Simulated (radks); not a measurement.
Results of a calculation; reference values are marked as such.
Ionisation of neutral mercury, [Hg], to [Xe] 4f14 5d10 6s1 as the strength of local exchange is varied. Code: a radial shooting solver on a logarithmic mesh with Libxc functionals. Model: scalar-relativistic Kohn-Sham, Slater X-alpha exchange (alpha = 2/3 is LDA exchange), no correlation, spin-polarised, spherical densities, finite nucleus; Fermi nuclear charge, rms radius 5.4648 fm.

alpha  E(Hg) (hartree)  exchange (hartree)  IE (eV)  -e of the level emptied (eV)  <r> of it (bohr)
0.667      -19599.0529           -351.2706    9.620                    6.028 (6s)             2.725
0.704      -19618.6617           -371.1503    9.914                    6.313 (6s)             2.700
0.78       -19659.0047           -412.1134   10.530                    6.915 (6s)             2.651
0.835      -19688.2550           -441.8661   10.986                    7.363 (6s)             2.616
0.915      -19730.8830           -485.3050   11.663                    8.034 (6s)             2.568
0.995      -19773.6081           -528.9359   12.357                    8.728 (6s)             2.522

NIST Atomic Spectra Database: 10.438 eV (measured). The Delta-SCF value meets it near alpha = 0.77.
